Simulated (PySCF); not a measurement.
**[Cd(F)(Br)] (charge 0, multiplicity 1)**

Method: PBE-D3(BJ)/def2-TZVP // BP86-D3(BJ)/def2-SVP (PySCF).

```yaml
HOMO: -7.38 eV
dipole_moment: 0.88 D
HOMO–LUMO gap: 4.05 eV
LUMO: -3.32 eV
charge on the central atom (Mulliken): 0.82 e
total_energy: -2841.4051 Ha
cost: around 27 core-seconds (rough)
```

```xyz
3

Cd    -0.0047    -0.0377    -0.0329
F     -0.0979     1.5040     1.1405
Br     0.1086    -1.9488    -1.4886
```
Charge 0, spin multiplicity 1.
